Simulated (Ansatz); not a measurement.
Frontier orbitals of FH3Se3Sn (`[F][Sn]([SeH])([SeH])[SeH]`).

```xyz
8

F    -0.6050    1.5172   -1.0915
Sn    0.0866   -0.0763   -0.2661
Se   -1.1870   -2.0573   -1.1322
Se   -0.2865    0.4151    2.1717
Se    2.4784   -0.2988   -0.9817
H    -2.0014   -2.0644    0.0911
H    -1.2234    1.4770    1.7749
H     2.7383    1.0875   -0.5663
```

Charge 0, multiplicity 1. Correlated methods include outer-core shells of Se, Sn, which these sets cover unevenly. Scalar relativity is left out up to krypton. Sn takes the def2 core potential. The geometry is a stationary point of PBE0-D4/def2-TZVP. It is one conformer, not always the lowest. Basis def2-TZVPP, Ansatz 0.2.0.

Orbital energies of one run (eV). Highest occupied ones, from the top: -7.04, -7.21, -7.30, -8.52, -8.74, -10.00, -10.40, -10.46, -10.73, -11.12, -11.34, -13.56, -19.16, -19.19. Empty: -2.82, -0.90, -0.77, -0.42, 0.00, 0.18.

**Question.** Which functional gave them?
A. CAM-B3LYP
B. r2SCANh
C. BLYP
D. ωB97X-V

**Answer.** B. HOMO energies: r2SCANh -7.04, ωB97X-V -9.75, CAM-B3LYP -8.73, BLYP -6.14 eV.
